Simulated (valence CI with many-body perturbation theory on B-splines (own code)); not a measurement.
## E1 line list for Pm⁴⁶⁺

Calculated by configuration interaction combined with many-body perturbation theory (CI+MBPT): five valence electrons over a frozen Dirac-Fock core [Ne], radial functions for each j: 11 s, 11 p, 10 d, 8 f, 5 g, 2 h, with the one-electron correlation potential Σ1 (screened to all orders), the two-electron term Σ2, the three-electron term Σ3, Breit, model QED; selected single and double excitations, second order for the rest, scaled by the run's own slope (own B-spline code, finite nucleus).

The last digits are not significant, and no measured levels were compared; by estimate large intervals hold to a few tenths of a per cent, small ones and those within an open d or f shell to about a per cent. Among the levels kept, up to 3200 cm⁻¹ of a level comes from second order outside the variational space, and about a tenth of that is noise between levels of different J, which matters for small intervals.

Lines 51 to 100 of 563 in falling wavelength, among levels below 6034.8 × 10³ cm⁻¹, chosen from the strongest by gf and those to the six lowest levels. Wavelengths and rates use the calculated energies. Electric multipoles are in the length gauge with retardation, E1 and E2 with the static RPA response of the core. Weak lines are less certain than strong ones. Lines between different terms over intervals too small for the method are left out, as are lines whose strength nearly cancels. Where a level lies close to another of its J and parity, the split of strength between their lines is uncertain. The highest levels of a list are the least certain.

Levels are named by their leading jj configuration (3d3/2^4 stands for four electrons in 3d with j = 3/2), which in mixed levels can hold well under half, so a name can repeat and another be missing. Letters in brackets count levels of one name in rising energy.

| λ vac (nm) | Upper | Lower | A (s⁻¹) | S (a.u.) |
| --- | --- | --- | --- | --- |
| 8.624 | (3s 3p1/2^2 3p3/2^2) J=3/2 | (3s^2 3p1/2 3p3/2^2) J=5/2 | 1.99e+10 | 2.51e-02 |
| 8.598 | (3s 3p1/2 3p3/2^2 3d5/2) J=3/2 [e] | (3s^2 3p3/2^2 3d5/2) J=5/2 [b] | 1.32e+10 | 1.66e-02 |
| 8.572 | (3s 3p1/2 3p3/2^2 3d5/2) J=7/2 [b] | (3s^2 3p3/2^2 3d5/2) J=7/2 | 1.03e+10 | 2.57e-02 |
| 8.544 | (3s 3p1/2^2 3d3/2 3d5/2) J=5/2 [b] | (3s^2 3p1/2 3d3/2 3d5/2) J=7/2 [a] | 1.01e+10 | 1.86e-02 |
| 8.444 | (3s 3p1/2^2 3p3/2 3d3/2) J=3/2 [b] | (3s^2 3p1/2 3p3/2 3d3/2) J=5/2 [a] | 1.25e+10 | 1.48e-02 |
| 8.292 | (3s 3p1/2^2 3p3/2 3d3/2) J=5/2 [b] | (3s^2 3p1/2 3p3/2 3d3/2) J=7/2 | 2.47e+10 | 4.17e-02 |
| 8.279 | (3s 3p1/2^2 3p3/2 3d5/2) J=7/2 [b] | (3s^2 3p1/2 3p3/2 3d5/2) J=9/2 | 2.13e+10 | 4.78e-02 |
| 8.268 | (3s 3p1/2 3p3/2^3) J=3/2 [b] | (3s^2 3p3/2^3) J=3/2 | 1.35e+10 | 1.51e-02 |
| 8.214 | (3s 3p1/2^2 3d3/2^2) J=3/2 | (3s 3p1/2^2 3p3/2 3d3/2) J=5/2 [b] | 1.29e+10 | 1.41e-02 |
| 8.186 | (3s 3p1/2 3p3/2^2 3d5/2) J=7/2 [c] | (3s^2 3p3/2^2 3d5/2) J=9/2 | 1.39e+10 | 3.01e-02 |
| 8.094 | (3s 3p1/2 3p3/2^2 3d5/2) J=9/2 [c] | (3s^2 3p3/2^2 3d5/2) J=9/2 | 1.61e+10 | 4.21e-02 |
| 8.089 | (3s 3p1/2^2 3p3/2^2) J=3/2 | (3s^2 3p1/2 3p3/2^2) J=3/2 | 8.40e+09 | 8.78e-03 |
| 8.069 | (3p1/2^2 3p3/2^2 3d3/2) J=7/2 | (3s 3p1/2 3p3/2^2 3d3/2) J=9/2 | 3.64e+10 | 7.56e-02 |
| 7.950 | (3s 3p1/2 3p3/2^2 3d3/2) J=3/2 [b] | (3s 3p1/2 3p3/2^3) J=5/2 | 2.60e+10 | 2.58e-02 |
| 7.890 | (3p1/2^2 3p3/2^2 3d3/2) J=3/2 | (3s 3p1/2 3p3/2^2 3d3/2) J=5/2 [a] | 1.52e+10 | 1.47e-02 |
| 7.858 | (3p1/2^2 3p3/2^2 3d3/2) J=5/2 | (3s 3p1/2 3p3/2^2 3d3/2) J=7/2 [a] | 3.44e+10 | 4.95e-02 |
| 7.855 | (3s^2 3p1/2 3p3/2 3d3/2) J=3/2 [a] | (3s^2 3p1/2 3p3/2^2) J=1/2 | 7.88e+08 | 7.54e-04 |
| 7.839 | (3s^2 3p1/2 3p3/2 3d3/2) J=1/2 [a] | (3s^2 3p1/2 3p3/2^2) J=1/2 | 7.63e+08 | 3.63e-04 |
| 7.798 | (3s 3p1/2 3p3/2^2 3d5/2) J=5/2 [c] | (3s^2 3p3/2^2 3d3/2) J=7/2 | 1.25e+10 | 1.76e-02 |
| 7.752 | (3s 3p1/2^2 3p3/2 3d5/2) J=7/2 [b] | (3s^2 3p1/2 3p3/2 3d5/2) J=7/2 [a] | 9.80e+09 | 1.80e-02 |
| 7.385 | (3s^2 3p1/2 3p3/2 3d3/2) J=5/2 [a] | (3s^2 3p1/2 3p3/2^2) J=5/2 | 2.40e+09 | 2.86e-03 |
| 7.306 | (3s^2 3p1/2 3p3/2 3d3/2) J=3/2 [a] | (3s^2 3p1/2 3p3/2^2) J=5/2 | 5.99e+09 | 4.61e-03 |
| 6.991 | (3s^2 3p1/2 3p3/2 3d3/2) J=7/2 | (3s^2 3p1/2 3p3/2^2) J=5/2 | 7.33e+07 | 9.89e-05 |
| 6.941 | (3s^2 3p1/2^2 3d3/2) J=3/2 | (3s^2 3p1/2^2 3p3/2) J=3/2 | 5.50e+09 | 3.63e-03 |
| 6.918 | (3s^2 3p1/2 3p3/2 3d3/2) J=3/2 [a] | (3s^2 3p1/2 3p3/2^2) J=3/2 | 4.93e+08 | 3.22e-04 |
| 6.906 | (3s^2 3p1/2 3p3/2 3d3/2) J=1/2 [a] | (3s^2 3p1/2 3p3/2^2) J=3/2 | 1.79e+09 | 5.83e-04 |
| 6.761 | (3s^2 3p3/2 3d5/2^2) J=5/2 [a] | (3s^2 3p3/2^2 3d5/2) J=3/2 | 1.42e+10 | 1.30e-02 |
| 6.530 | (3s^2 3p1/2 3d3/2 3d5/2) J=9/2 | (3s^2 3p1/2 3p3/2 3d5/2) J=9/2 | 9.34e+09 | 1.28e-02 |
| 6.450 | (3s 3p1/2^2 3d3/2 3d5/2) J=7/2 [b] | (3s 3p1/2^2 3p3/2 3d5/2) J=7/2 [a] | 1.47e+10 | 1.56e-02 |
| 6.377 | (3s^2 3p1/2 3p3/2 3d5/2) J=3/2 [a] | (3s^2 3p1/2 3p3/2^2) J=1/2 | 4.29e+08 | 2.19e-04 |
| 6.360 | (3s^2 3p1/2 3p3/2 3d3/2) J=1/2 [b] | (3s^2 3p1/2 3p3/2^2) J=1/2 | 3.66e+08 | 9.30e-05 |
| 6.196 | (3s^2 3p1/2 3p3/2 3d3/2) J=5/2 [b] | (3s^2 3p1/2 3p3/2^2) J=5/2 | 1.11e+09 | 7.84e-04 |
| 6.179 | (3s 3p1/2^2 3d5/2^2) J=5/2 | (3s 3p1/2^2 3p3/2 3d5/2) J=3/2 [b] | 1.87e+10 | 1.30e-02 |
| 6.175 | (3s^2 3p1/2 3p3/2 3d5/2) J=7/2 [a] | (3s^2 3p1/2 3p3/2^2) J=5/2 | 4.29e+08 | 3.99e-04 |
| 6.128 | (3s^2 3p1/2 3d5/2^2) J=7/2 | (3s^2 3p1/2 3p3/2 3d5/2) J=5/2 [b] | 6.11e+10 | 5.55e-02 |
| 6.084 | (3s 3p1/2^2 3d5/2^2) J=9/2 | (3s 3p1/2^2 3p3/2 3d5/2) J=7/2 [b] | 1.87e+10 | 2.08e-02 |
| 6.075 | (3s^2 3p3/2 3d5/2^2) J=7/2 [a] | (3s^2 3p3/2^2 3d5/2) J=5/2 [a] | 2.63e+10 | 2.33e-02 |
| 6.039 | (3s 3p1/2^2 3d5/2^2) J=7/2 | (3s 3p1/2^2 3p3/2 3d5/2) J=5/2 [b] | 8.71e+10 | 7.57e-02 |
| 6.035 | (3s^2 3p1/2 3d5/2^2) J=3/2 | (3s^2 3p1/2 3p3/2 3d5/2) J=1/2 | 3.64e+10 | 1.58e-02 |
| 6.031 | (3s^2 3p1/2 3d5/2^2) J=9/2 | (3s^2 3p1/2 3p3/2 3d5/2) J=7/2 [b] | 6.49e+10 | 7.03e-02 |
| 6.027 | (3s 3p1/2^2 3d3/2 3d5/2) J=9/2 | (3s 3p1/2^2 3p3/2 3d5/2) J=9/2 | 2.16e+10 | 2.33e-02 |
| 6.010 | (3s^2 3p1/2 3p3/2 3d5/2) J=3/2 [a] | (3s^2 3p1/2 3p3/2^2) J=5/2 | 8.39e+08 | 3.59e-04 |
| 5.999 | (3s^2 3p1/2 3p3/2 3d3/2) J=3/2 [b] | (3s^2 3p1/2 3p3/2^2) J=5/2 | 3.58e+09 | 1.53e-03 |
| 5.960 | (3s^2 3p1/2 3d5/2^2) J=5/2 | (3s^2 3p1/2 3p3/2 3d5/2) J=3/2 [b] | 3.99e+10 | 2.50e-02 |
| 5.934 | (3s 3p1/2^2 3d5/2^2) J=3/2 | (3s 3p1/2^2 3p3/2 3d5/2) J=3/2 [b] | 2.60e+10 | 1.07e-02 |
| 5.915 | (3s^2 3p1/2 3p3/2 3d3/2) J=5/2 [b] | (3s^2 3p1/2 3p3/2^2) J=3/2 | 5.95e+09 | 3.65e-03 |
| 5.883 | (3s^2 3p3/2 3d3/2 3d5/2) J=7/2 [a] | (3s^2 3p3/2^2 3d3/2) J=7/2 | 1.38e+10 | 1.11e-02 |
| 5.880 | (3s^2 3p1/2 3p3/2 3d5/2) J=5/2 [a] | (3s^2 3p1/2 3p3/2^2) J=5/2 | 2.60e+10 | 1.57e-02 |
| 5.851 | (3s 3p1/2 3p3/2^2 3d5/2) J=3/2 [a] | (3s 3p1/2 3p3/2^3) J=5/2 | 2.85e+10 | 1.13e-02 |
| 5.837 | (3s^2 3p1/2 3d3/2 3d5/2) J=7/2 [a] | (3s^2 3p1/2 3p3/2 3d3/2) J=7/2 | 1.50e+10 | 1.18e-02 |
